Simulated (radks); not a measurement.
Problem. These are the eigenvalues of the occupied orbitals of an atom or ion with whole-number occupations (eV). All-electron calculation, scalar-relativistic Kohn-Sham, PBE, spin-unpolarised, spherical densities, finite nucleus; Fermi nuclear charge, rms radius of each element as measured or else 0.836 A^(1/3) + 0.57 fm. Program: a radial shooting solver on a logarithmic mesh with Libxc functionals.

| orbital | eigenvalue |
|---|---|
| 1s | -45304.79 |
| 2s | -7606.995 |
| 2p | -6824.177 |
| 3s | -1886.141 |
| 3p | -1640.258 |
| 3d | -1303.152 |
| 4s | -593.3320 |
| 4p | -510.4312 |
| 4d | -392.8088 |
| 5s | -262.3194 |

Which element is it, and in what charge state? The configuration may be excited.

Solution. Z = 61, promethium, charge +14: Pm14+ in [Kr] 4d10 5s1. The list shows which subshells hold electrons but not how many an open one holds; the 1s level, -1664.9 hartree, gives Z - s = 57.7 by -(Z - s)^2/2, which with screening and relativity narrows Z to a few neighbours, and the depths of the outer levels then fix element, charge and occupations together.
